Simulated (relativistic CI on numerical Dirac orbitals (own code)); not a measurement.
**Zr13+: sensitivity of the levels to the model**

Base calculation: Dirac-Coulomb-Breit CI, KLI orbitals optimised for each configuration, a model potential for QED, unscaled Slater integrals.

Configurations in the expansion (outside the closed core [Ne]): 3s²3p⁶3d⁹, 3s²3p⁵3d¹⁰, 3s3p⁶3d¹⁰, 3s²3p⁶3d⁸4s, 3s²3p⁶3d⁸4p, 3s²3p⁶3d⁸4d, 3s²3p⁶3d⁷4s², 3s²3p⁶3d⁷4s4p, 3s²3p⁶3d⁸4f, 3s²3p⁶3d⁸5s, 3s²3p⁶3d⁷4p², 3s²3p⁵3d⁹4s, 3s²3p⁶3d⁸5p, 3s²3p⁶3d⁷4s4d, 3s²3p⁶3d⁸5d, 3s²3p⁴3d¹⁰4s, 3s²3p⁶3d⁷4p4d, 3s²3p⁵3d⁹4p, 3s²3p⁶3d⁸5f, 3s²3p⁶3d⁸5g, 3s²3p⁴3d¹⁰4p, 3s²3p⁶3d⁸6s, 3s²3p⁶3d⁸6p, 3s²3p⁵3d⁸4s², 3s²3p⁶3d⁷4d², 3s²3p⁶3d⁸6d, 3s²3p⁵3d⁹4d, 3s²3p⁵3d⁸4s4p, 3s²3p⁴3d¹⁰4d, 3s3p⁶3d⁹4s, 3s3p⁵3d¹⁰4s, 3s²3p⁵3d⁸4p², 3s²3p⁵3d⁸4s4d, 3s3p⁵3d¹⁰4p, 3s3p⁶3d⁹4p, 3s²3p⁵3d⁹4f. Levels of other configurations are missing.

Variants: (1) QED terms removed. Shifts of the energy above 3s²3p⁶3d⁹ ²D5/2, in cm⁻¹, for the lowest level and the first level of each name with at least 55 % of one term (blank where a level changes its place among those of its configuration and J or its character, or is not in the variant):

| Level | Base | Δ(1) |
| --- | --- | --- |
| 3s²3p⁶3d⁹ ²D5/2 | 0 | 0 |
| 3s²3p⁶3d⁹ ²D3/2 | 20069 | -67 |
| 3s²3p⁵3d¹⁰ ²P°3/2 | 1225653 | +159 |
| 3s²3p⁵3d¹⁰ ²P°1/2 | 1338846 | -70 |
| 3s²3p⁶3d⁸4s ⁴F9/2 | 1446157 | -803 |
| 3s²3p⁶3d⁸4s ⁴F7/2 | 1453877 | -810 |
| 3s²3p⁶3d⁸4s ⁴F5/2 | 1466172 | -861 |
| 3s²3p⁶3d⁸4s ⁴F3/2 | 1469995 | -853 |
| 3s²3p⁶3d⁸4s ²F7/2 | 1470056 | -847 |
| 3s²3p⁶3d⁸4s ²F5/2 | 1478186 | -822 |
| 3s²3p⁶3d⁸4s ⁴P5/2 | 1493187 | -852 |
| 3s²3p⁶3d⁸4s ⁴P1/2 | 1506825 | -852 |
| 3s²3p⁶3d⁸4s ⁴P3/2 | 1508571 | -869 |
| 3s²3p⁶3d⁸4s ²D5/2 | 1513845 | -902 |
| 3s²3p⁶3d⁸4s ²P3/2 | 1520801 | -873 |
| 3s²3p⁶3d⁸4s ²P1/2 | 1521251 | -848 |
| 3s²3p⁶3d⁸4s ²G9/2 | 1525562 | -851 |
| 3s²3p⁶3d⁸4s ²G7/2 | 1525742 | -852 |
| 3s²3p⁶3d⁸4s ²S1/2 | 1606189 | -872 |
| 3s²3p⁶3d⁸4p ⁴D°7/2 | 1660690 | -112 |
| 3s²3p⁶3d⁸4p ⁴D°5/2 | 1679527 | -165 |
| 3s²3p⁶3d⁸4p ⁴G°7/2 | 1684039 | -165 |

At this charge energies of transitions that change n are usually good to better than 1 %, and those within a shell (Δn = 0) to a few per cent.

Ionisation energy from the two ground configurations alone: base 470.545 eV. The NIST ASD value (theoretical) is 470 eV.

LS names give the leading component of a level, which can be under half, so a name can repeat, a term be missing and a line seem to break the LS rules.
